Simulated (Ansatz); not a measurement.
**Nudged elastic band run: CH4BFO2**

Input:

```yaml
crystal:
  periodic: [false, false, false]
  atoms:
    - { symbol: C, position_ang: [-0.703322, 0.405565, -1.068806] }
    - { symbol: O, position_ang: [-0.723759, 0.460394, 0.348779] }
    - { symbol: B, position_ang: [0.255674, -0.124886, 1.062448] }
    - { symbol: O, position_ang: [1.286328, -0.783933, 0.465269] }
    - { symbol: F, position_ang: [0.189883, -0.044303, 2.396248] }
    - { symbol: H, position_ang: [-1.58687, 0.931547, -1.427691] }
    - { symbol: H, position_ang: [-0.730129, -0.627176, -1.423763] }
    - { symbol: H, position_ang: [0.190672, 0.889563, -1.468522] }
    - { symbol: H, position_ang: [1.910123, -1.153071, 1.098936] }
basis:
  gaussian: { orbitals: def2-mTZVP }
hamiltonian:
  xc: pbe0
  dispersion: d4
neb:
  order_check: false
  images: 9
  f_tol: 0.05
  max_iterations: 60
  final_atoms:
    - { symbol: C, position_ang: [-0.77669595, 0.44835978, -1.02183737] }
    - { symbol: O, position_ang: [0.40590745, 0.29584699, -0.25378057] }
    - { symbol: B, position_ang: [0.44028006, -0.45804201, 0.87015422] }
    - { symbol: O, position_ang: [1.58595241, -0.61096461, 1.57802745] }
    - { symbol: F, position_ang: [-0.65212449, -1.07463181, 1.32741351] }
    - { symbol: H, position_ang: [-0.81660302, 1.47635935, -1.38225056] }
    - { symbol: H, position_ang: [-1.67171082, 0.23743976, -0.43401538] }
    - { symbol: H, position_ang: [-0.74894784, -0.22539871, -1.88108219] }
    - { symbol: H, position_ang: [2.32254219, -0.13526875, 1.18026888] }
  initial_path:
    images:
      - { positions_ang: [[-0.703322, 0.405565, -1.068806], [-0.723759, 0.460394, 0.348779], [0.255674, -0.124886, 1.062448], [1.286328, -0.783933, 0.465269], [0.189883, -0.044303, 2.396248], [-1.58687, 0.931547, -1.427691], [-0.730129, -0.627176, -1.423763], [0.190672, 0.889563, -1.468522], [1.910123, -1.153071, 1.098936]] }
      - { positions_ang: [[-0.68488053, 0.38649998, -1.04535642], [-0.74756547, 0.48908519, 0.35828706], [0.22450453, -0.13564998, 1.08089362], [1.25614519, -0.84018589, 0.47493534], [0.17525012, -0.06330035, 2.43738067], [-1.53589192, 0.94414095, -1.4540178], [-0.73985945, -0.64375618, -1.38815725], [0.24039659, 0.84648499, -1.43526522], [1.90050094, -1.02961871, 0.954198]] }
      - { positions_ang: [[-0.66643906, 0.36743497, -1.02190685], [-0.77137195, 0.51777638, 0.36779511], [0.19333507, -0.14641396, 1.09933925], [1.22596238, -0.89643878, 0.48460168], [0.16061723, -0.0822977, 2.47851335], [-1.48491384, 0.9567349, -1.48034461], [-0.74958991, -0.66033636, -1.3525515], [0.29012119, 0.80340698, -1.40200844], [1.89087889, -0.90616641, 0.80946001]] }
      - { positions_ang: [[-0.64799759, 0.34836995, -0.99845727], [-0.79517842, 0.54646757, 0.37730317], [0.1621656, -0.15717795, 1.11778487], [1.19577957, -0.95269167, 0.49426802], [0.14598435, -0.10129506, 2.51964602], [-1.43393575, 0.96932885, -1.50667141], [-0.75932036, -0.67691654, -1.31694575], [0.33984578, 0.76032897, -1.36875166], [1.88125683, -0.78271412, 0.66472201]] }
      - { positions_ang: [[-0.62955611, 0.32930493, -0.9750077], [-0.8189849, 0.57515876, 0.38681123], [0.13099613, -0.16794193, 1.1362305], [1.16559676, -1.00894457, 0.50393437], [0.13135146, -0.12029241, 2.56077869], [-1.38295767, 0.9819228, -1.53299821], [-0.76905081, -0.69349672, -1.28134001], [0.38957038, 0.71725096, -1.33549488], [1.87163477, -0.65926182, 0.51998401]] }
      - { positions_ang: [[-0.61111464, 0.31023992, -0.95155812], [-0.84279137, 0.60384995, 0.39631928], [0.09982667, -0.17870591, 1.15467612], [1.13541395, -1.06519746, 0.51360071], [0.11671858, -0.13928976, 2.60191137], [-1.33197959, 0.99451675, -1.55932502], [-0.77878127, -0.7100769, -1.24573426], [0.43929497, 0.67417295, -1.30223809], [1.86201271, -0.53580953, 0.37524601]] }
      - { positions_ang: [[-0.6442309, 0.33786389, -0.96561397], [-0.59305161, 0.54224936, 0.26629931], [0.16791734, -0.23457313, 1.09777174], [1.22552164, -0.97435089, 0.72648606], [-0.03705004, -0.32635817, 2.3470118], [-1.22890428, 1.09088527, -1.52391013], [-0.95736718, -0.52057357, -1.08339048], [0.20164641, 0.49425862, -1.41800691], [1.95411861, -0.45570137, 0.53625059]] }
      - { positions_ang: [[-0.67734716, 0.36548786, -0.97966982], [-0.34331184, 0.48064876, 0.13627934], [0.23600802, -0.29044035, 1.04086736], [1.31562933, -0.88350432, 0.93937141], [-0.19081865, -0.51342658, 2.09211222], [-1.12582896, 1.18725379, -1.48849523], [-1.13595309, -0.33107024, -0.9210467], [-0.03600215, 0.31434429, -1.53377573], [2.04622451, -0.37559322, 0.69725516]] }
      - { positions_ang: [[-0.71046342, 0.39311183, -0.99372567], [-0.09357208, 0.41904817, 0.00625937], [0.3040987, -0.34630757, 0.98396298], [1.40573703, -0.79265775, 1.15225675], [-0.34458726, -0.70049499, 1.83721265], [-1.02275365, 1.28362231, -1.45308034], [-1.314539, -0.14156691, -0.75870293], [-0.27365071, 0.13442996, -1.64954455], [2.1383304, -0.29548506, 0.85825974]] }
      - { positions_ang: [[-0.74357969, 0.42073581, -1.00778152], [0.15616769, 0.35744758, -0.1237606], [0.37218938, -0.40217479, 0.9270586], [1.49584472, -0.70181118, 1.3651421], [-0.49835588, -0.8875634, 1.58231308], [-0.91967833, 1.37999083, -1.41766545], [-1.49312491, 0.04793643, -0.59635915], [-0.51129928, -0.04548437, -1.76531337], [2.2304363, -0.2153769, 1.01926431]] }
      - { positions_ang: [[-0.77669595, 0.44835978, -1.02183737], [0.40590745, 0.29584699, -0.25378057], [0.44028006, -0.45804201, 0.87015422], [1.58595241, -0.61096461, 1.57802745], [-0.65212449, -1.07463181, 1.32741351], [-0.81660302, 1.47635935, -1.38225056], [-1.67171082, 0.23743976, -0.43401538], [-0.74894784, -0.22539871, -1.88108219], [2.32254219, -0.13526875, 1.18026888]] }
```

Run as:

```bash
$ ansatz run input.yaml --threads 2 --pin off --max-ram 3072MiB --backend cpu --events-out ev --progress --plain --runs-dir out
```

Output, in part (warnings, iteration lines, the closing report on the highest movable image, with atoms numbered from 0):

```
NEB end point (image 0): max|allowed force component| = 9.949e-3 eV/Å (the criterion of neb.relax_end_points is 1.000e-2)
NEB end point (image 10): max|allowed force component| = 4.998e-3 eV/Å (the criterion of neb.relax_end_points is 1.000e-2)
NEB iter   1: max|band force component| = 3.049e1 eV/Å  barrier→ = 9.5164 eV  barrier← = 9.5073 eV  Δτ_max = 0.2000 Å  (291 SCF iters)
NEB iter   2: max|band force component| = 4.120e0 eV/Å  barrier→ = 1.5871 eV  barrier← = 1.5780 eV  Δτ_max = 0.1987 Å  (315 SCF iters)
NEB iter   3: max|band force component| = 1.730e0 eV/Å  barrier→ = 0.7590 eV  barrier← = 0.7499 eV  Δτ_max = 0.1965 Å  (295 SCF iters)
NEB iter   4: max|band force component| = 2.813e0 eV/Å  barrier→ = 0.6637 eV  barrier← = 0.6546 eV  Δτ_max = 0.1001 Å  (301 SCF iters)
NEB iter   5: max|band force component| = 9.428e-1 eV/Å  barrier→ = 0.4592 eV  barrier← = 0.4501 eV  Δτ_max = 0.2000 Å  (286 SCF iters)
NEB iter   6: max|band force component| = 8.464e-1 eV/Å  barrier→ = 0.4100 eV  barrier← = 0.4009 eV  Δτ_max = 0.0638 Å  (282 SCF iters)
NEB iter   7: max|band force component| = 4.384e-1 eV/Å  barrier→ = 0.3871 eV  barrier← = 0.3780 eV  CI = image 7  Δτ_max = 0.1792 Å  (272 SCF iters)
NEB iter   8: max|band force component| = 3.073e-1 eV/Å  barrier→ = 0.3934 eV  barrier← = 0.3843 eV  CI = image 7  Δτ_max = 0.0628 Å  (278 SCF iters)
NEB iter   9: max|band force component| = 1.802e-1 eV/Å  barrier→ = 0.3905 eV  barrier← = 0.3814 eV  CI = image 7  Δτ_max = 0.1073 Å  (268 SCF iters)
NEB iter  10: max|band force component| = 1.047e-1 eV/Å  barrier→ = 0.3891 eV  barrier← = 0.3800 eV  CI = image 7  Δτ_max = 0.1390 Å  (270 SCF iters)
NEB iter  11: max|band force component| = 6.498e-1 eV/Å  barrier→ = 0.3885 eV  barrier← = 0.3794 eV  CI = image 7  Δτ_max = 0.0702 Å  (268 SCF iters)
NEB iter  12: max|band force component| = 1.069e0 eV/Å  barrier→ = 0.3922 eV  barrier← = 0.3830 eV  CI = image 3  Δτ_max = 0.0350 Å  (270 SCF iters)
NEB iter  13: max|band force component| = 6.963e-1 eV/Å  barrier→ = 0.3885 eV  barrier← = 0.3794 eV  CI = image 7  Δτ_max = 0.0693 Å  (269 SCF iters)
NEB iter  14: max|band force component| = 1.351e-1 eV/Å  barrier→ = 0.3885 eV  barrier← = 0.3794 eV  CI = image 7  Δτ_max = 0.0347 Å  (270 SCF iters)
NEB iter  15: max|band force component| = 8.831e-2 eV/Å  barrier→ = 0.3885 eV  barrier← = 0.3794 eV  CI = image 7  Δτ_max = 0.0285 Å  (275 SCF iters)
NEB iter  16: max|band force component| = 4.844e-2 eV/Å  barrier→ = 0.3885 eV  barrier← = 0.3794 eV  CI = image 7  Δτ_max = 0.0000 Å  (691 SCF iters)
Total energy: -8587.49864485 eV, -315.5847543827 hartree
Atom 0 at    -0.693537     0.389371    -1.001484 Å, force    -0.000565     0.000038    -0.000627 eV/Å
Atom 1 at    -0.226436     0.659594     0.303840 Å, force     0.000670     0.001116     0.000644 eV/Å
Atom 2 at     0.285292    -0.300294     1.128160 Å, force     0.001062    -0.000413    -0.000181 eV/Å
Atom 3 at     1.580167    -0.704775     1.105662 Å, force    -0.001108     0.001666    -0.000605 eV/Å
Atom 4 at    -0.491510    -0.862660     2.051224 Å, force    -0.000776    -0.000816     0.000722 eV/Å
Atom 5 at    -0.944051     1.340108    -1.470751 Å, force    -0.000012    -0.000011     0.000155 eV/Å
Atom 6 at    -1.590826    -0.236509    -0.978450 Å, force    -0.000344    -0.000427    -0.000014 eV/Å
Atom 7 at     0.069110    -0.109329    -1.610624 Å, force     0.000445    -0.000161    -0.000230 eV/Å
Atom 8 at     2.100390    -0.221807     0.455321 Å, force     0.000628    -0.000992     0.000138 eV/Å
Dipole moment:     0.130885     0.158267    -0.621655 e Å
```

It converged. The profile has 2 maxima (images 3, 7) with wells between them (image 5): this band takes more than one step, which may be the mechanism or a detour left from its start path. A vibrational analysis at the climbing image gives one clearly imaginary mode, 144i cm⁻¹: a first-order saddle point.

Final band (atoms are numbered from 1 in the order of the input):

```
image  path coordinate (Å)  energy (eV)  dihedral C1–O2–B3–O4 (°)
    0                 0.00         0.00                         0
    1                 0.75         0.00                         1
    2                 1.50         0.01                         0
    3                 2.25         0.32                        -7
    4                 3.01         0.22                         6
    5                 3.76         0.15                        10
    6                 4.51         0.27                        42
    7                 5.26         0.39                        85
    8                 5.96         0.27                       121
    9                 6.65         0.07                       156
   10                 7.35         0.01                       179
```

Time of the run: 2.9 min on 2 threads of Intel(R) Xeon(R) 6975P-C (Granite Rapids), with other jobs on the host, peak memory 0.24 GiB.
